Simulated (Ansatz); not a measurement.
Born–Oppenheimer molecular dynamics of BrCl$_{4}$FH$_{2}$W (9 atoms, charge 0, multiplicity 1). It starts at the highest image of a converged band. Of that band: The profile has 2 maxima (images 2, 5) with wells between them (image 3): this band takes more than one step, which may be the mechanism or a detour left from its start path. A vibrational analysis at the climbing image gives one clearly imaginary mode, 50i cm⁻¹: a first-order saddle point.

Level of theory: RKS PBE/def2-SVP (Ansatz 0.2.0).

| Item | Value |
| --- | --- |
| ensemble | NVE (velocity Verlet) |
| time step | 0.5 fs |
| steps asked | 200 |
| starting velocities drawn for | 100 K |
| seed | 3160 |

Frames 2.5 fs apart, positions in Å.

Velocities at 60.0 fs (Å/ps):

```
W 0.06 -0.38 -0.22
F -0.74 0.92 0.13
H 3.12 0.77 -10.06
Cl 0.38 -0.06 -0.07
Cl -0.72 1.45 0.97
Cl 0.64 0.06 0.37
Cl 0.57 0.77 -0.20
Br -0.56 -0.22 0.16
H 14.57 -9.55 -2.55
```

```xyz
9
Properties=species:S:1:pos:R:3 time_fs=60.0 energy_less_start_eV=0.054 T=40
W -0.307 0.242 -0.186
F -0.492 0.012 2.320
H 1.079 -0.037 0.735
Cl 1.189 2.054 -0.260
Cl -2.345 -0.906 0.055
Cl 0.490 -1.967 -0.403
Cl -0.312 0.264 -2.457
Br -1.777 2.155 0.761
H -1.190 0.650 2.461
9
Properties=species:S:1:pos:R:3 time_fs=62.5 energy_less_start_eV=0.064 T=29
W -0.307 0.241 -0.186
F -0.493 0.013 2.320
H 1.079 -0.035 0.706
Cl 1.190 2.054 -0.260
Cl -2.347 -0.902 0.058
Cl 0.491 -1.967 -0.402
Cl -0.310 0.266 -2.457
Br -1.779 2.154 0.761
H -1.169 0.642 2.454
9
Properties=species:S:1:pos:R:3 time_fs=65.0 energy_less_start_eV=0.049 T=45
W -0.307 0.240 -0.187
F -0.492 0.012 2.320
H 1.070 -0.035 0.679
Cl 1.191 2.053 -0.260
Cl -2.349 -0.898 0.060
Cl 0.493 -1.966 -0.401
Cl -0.309 0.269 -2.458
Br -1.780 2.154 0.762
H -1.189 0.676 2.449
9
Properties=species:S:1:pos:R:3 time_fs=67.5 energy_less_start_eV=0.060 T=34
W -0.307 0.239 -0.188
F -0.491 0.011 2.319
H 1.069 -0.041 0.665
Cl 1.192 2.053 -0.261
Cl -2.351 -0.894 0.063
Cl 0.495 -1.966 -0.399
Cl -0.308 0.272 -2.458
Br -1.782 2.153 0.762
H -1.193 0.699 2.432
9
Properties=species:S:1:pos:R:3 time_fs=70.0 energy_less_start_eV=0.037 T=59
W -0.307 0.238 -0.189
F -0.491 0.013 2.319
H 1.079 -0.051 0.669
Cl 1.193 2.051 -0.262
Cl -2.353 -0.890 0.065
Cl 0.498 -1.966 -0.397
Cl -0.307 0.275 -2.458
Br -1.784 2.152 0.763
H -1.158 0.689 2.399
9
Properties=species:S:1:pos:R:3 time_fs=72.5 energy_less_start_eV=0.042 T=54
W -0.306 0.237 -0.189
F -0.491 0.013 2.319
H 1.092 -0.062 0.686
Cl 1.194 2.050 -0.262
Cl -2.356 -0.885 0.068
Cl 0.500 -1.966 -0.394
Cl -0.306 0.279 -2.459
Br -1.786 2.152 0.763
H -1.137 0.696 2.363
9
Properties=species:S:1:pos:R:3 time_fs=75.0 energy_less_start_eV=0.033 T=64
W -0.306 0.236 -0.190
F -0.488 0.011 2.317
H 1.091 -0.069 0.705
Cl 1.195 2.048 -0.263
Cl -2.358 -0.881 0.071
Cl 0.503 -1.966 -0.391
Cl -0.306 0.283 -2.459
Br -1.788 2.151 0.763
H -1.149 0.739 2.331
9
Properties=species:S:1:pos:R:3 time_fs=77.5 energy_less_start_eV=0.038 T=59
W -0.306 0.235 -0.191
F -0.487 0.010 2.316
H 1.070 -0.069 0.718
Cl 1.196 2.046 -0.264
Cl -2.360 -0.876 0.074
Cl 0.506 -1.965 -0.388
Cl -0.305 0.288 -2.459
Br -1.790 2.150 0.764
H -1.143 0.763 2.298
9
Properties=species:S:1:pos:R:3 time_fs=80.0 energy_less_start_eV=0.024 T=73
W -0.305 0.234 -0.192
F -0.487 0.012 2.314
H 1.038 -0.062 0.727
Cl 1.197 2.044 -0.265
Cl -2.363 -0.872 0.076
Cl 0.508 -1.965 -0.385
Cl -0.305 0.293 -2.460
Br -1.792 2.149 0.764
H -1.105 0.750 2.268
9
Properties=species:S:1:pos:R:3 time_fs=82.5 energy_less_start_eV=0.043 T=52
W -0.304 0.233 -0.193
F -0.487 0.013 2.311
H 1.015 -0.053 0.741
Cl 1.198 2.041 -0.266
Cl -2.365 -0.867 0.079
Cl 0.511 -1.965 -0.381
Cl -0.305 0.298 -2.460
Br -1.794 2.149 0.765
H -1.078 0.750 2.246
9
Properties=species:S:1:pos:R:3 time_fs=85.0 energy_less_start_eV=0.031 T=66
W -0.304 0.231 -0.194
F -0.485 0.013 2.308
H 1.011 -0.045 0.762
Cl 1.198 2.038 -0.266
Cl -2.367 -0.863 0.082
Cl 0.514 -1.965 -0.378
Cl -0.305 0.303 -2.461
Br -1.796 2.148 0.766
H -1.087 0.788 2.235
9
Properties=species:S:1:pos:R:3 time_fs=87.5 energy_less_start_eV=0.045 T=51
W -0.303 0.230 -0.195
F -0.484 0.013 2.304
H 1.023 -0.039 0.784
Cl 1.199 2.034 -0.267
Cl -2.369 -0.858 0.084
Cl 0.517 -1.964 -0.374
Cl -0.305 0.308 -2.461
Br -1.798 2.147 0.766
H -1.091 0.813 2.235
```

Of the whole run (100 fs, mean temperature of the second half 51 K): The conserved energy stayed within 0.054 meV per atom of its start (net change 0.0069 meV per atom), so the integration is sound. The temperature averaged 0.51 of the 100 K drawn at the start: a run that starts near a minimum puts about half its kinetic energy into the potential. A run of 0.1 ps of so small a system gives no equilibrium averages. The orbitals stay closed-shell, which can raise the energy where a bond breaks towards radicals; this wasn't checked here.

The run took 12 min on 4 threads of Arm Neoverse V1, on a shared host, peak memory 0.29 GiB.
